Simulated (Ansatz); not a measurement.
# Relative stability

The two ends of one reaction step of TiSi2NH8Cl3O, singlet (PBE0-D4/def2-TZVP).

A:

Ti1  (-1.261, -0.628, -0.632)
Cl2  (2.371, -2.435, -0.811)
Cl3  (-1.138, -0.374, -2.812)
Cl4  (-3.307, -0.262, 0.084)
N5  (-0.095, 0.574, 0.147)
Si6  (0.948, 0.275, 1.530)
Si7  (-0.074, 2.200, -0.528)
H8  (1.114, -2.564, -0.536)
O9  (-0.761, -2.282, -0.155)
H10  (0.472, 1.102, 2.669)
H11  (0.883, -1.158, 1.891)
H12  (2.336, 0.677, 1.191)
H13  (0.148, 3.156, 0.588)
H14  (1.015, 2.330, -1.526)
H15  (-1.388, 2.461, -1.164)
H16  (-1.261, -3.072, 0.063)
(Å)

B:

```xyz
16
angstrom
Ti -0.3742 -0.8369 -1.1931
Cl 1.0748 -2.5039 -1.5500
Cl -0.1726 0.1998 -3.1282
Cl -2.6081 -1.0501 -1.1826
N 0.2020 0.5020 -0.0618
Si 1.1833 0.2396 1.3707
Si -0.2210 2.1773 -0.4074
H -0.2390 -2.9406 0.6399
O -0.6511 -2.0754 0.7457
H 0.3331 0.2193 2.5872
H 1.9393 -1.0279 1.2516
H 2.1393 1.3743 1.4712
H -0.2299 2.8930 0.8983
H 0.7915 2.7895 -1.3008
H -1.5689 2.2473 -1.0144
H -1.5981 -2.2075 0.8739
```

Program: Ansatz 0.2.0. Basis: def2-TZVPP. Cores are frozen in the correlated methods. B3LYP uses VWN-RPA correlation.

Question: Which structure is lower at CCSD(T), and by how much? (An estimate is asked for; the value comes from the calculation.)

Answer: Computed: B, by 48.5 kJ/mol (electronic energy, against the other). By their contacts, A is a complex of TiSi₂NH₇Cl₂O ([OH][Ti]1([Cl])([Cl])[SiH3][N]1[SiH3]) + HCl and B is TiSi₂NH₈Cl₃O ([OH2][Ti]1([Cl])([Cl])([Cl])[SiH3][N]1[SiH3]).

All methods give the same order:

```csv
method,E(B) − E(A) (kJ/mol)
SPW92,-60.8
PBE-D4,-40.1
BLYP-D4,-27.4
r2SCAN-D4,-51.3
B97M-V,-54.9
PBE0-D4,-45.5
B3LYP-D4,-33.3
r2SCAN0-D4,-53.4
BHLYP-D4,-39.2
CAM-B3LYP-D4,-34.7
wB97X-V,-44.1
wB97M-V,-50.9
B2PLYP,-45.5
PBE-QIDH,-56.8
RPA on PBE,-43.9
HF,-34.9
MP2,-56.5
CCSD,-42.8
CCSD(T),-48.5
```

The T1 diagnostic stays at or below 0.022.

Labels in which every atom is bracketed show which atoms are joined, not bond orders.

For scale, one of the runs: CCSD(T)/def2-TZVPP, 448 basis functions, launched by `ansatz run in.yaml --threads 4 --pin off --events-out ev --progress --plain --max-ram 46080MiB --backend cuda --devices 0, --max-vram 37GiB`. Time: 61 s of wall clock on 4 CPU threads of an AMD EPYC 7R13 and a share of one NVIDIA H100; the host was shared. Peak host memory: 1.1 GiB.
